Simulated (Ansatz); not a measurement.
Pulling on the Sn1–S2 bond in SnS (multiplicity 1 held). Energies count from the point at 2.223 Å.


Unrestricted levels (U-) break spin symmetry where that is lower. Active spaces are followed from rest. Curves can end on different states.

Cores are frozen in the correlated methods. Filled d and f shells under p-block atoms count as core.

Programs: Ansatz (Gaussian orbitals). Each number belongs to the level named beside it. In def2 rows elements past Kr take small-core potentials, without spin–orbit coupling.

Energies in kJ/mol.

```tsv
R (Å)	U-SCS-MP2/def2-SVP	U-CCSD/def2-SVP	U-CCSD(T)/def2-SVP	FIC-NEVPT4(SD) on CASSCF(10,8)/def2-SVP	FIC-MRCISD+Q on CASSCF(10,8)/def2-SVP
1.778	453	449	462	469	466
2.000	86	83	91	94	93
2.223	0	0	0	0	0
2.445	112	39	35	24	25
2.667	181	118	110	91	92
3.001	278	232	237	200	202
3.334	355	311	326	288	289
3.890	396	370	395	371	372
4.445	406	381	408	402	403
5.112	411	386	414	414	414
6.001	414	389	416	417	417
7.113	415	390	417	418	418
8.891	415	390	417	418	418
```

Doubts at one or more of the structures used: a spin-contaminated determinant (U-SCS-MP2/def2-SVP, U-CCSD/def2-SVP, U-CCSD(T)/def2-SVP); T1 above 0.05 (U-CCSD/def2-SVP, U-CCSD(T)/def2-SVP); the program's own flag: large difference (U-CCSD/def2-SVP, U-CCSD(T)/def2-SVP).

Ansatz is a first-principles code.
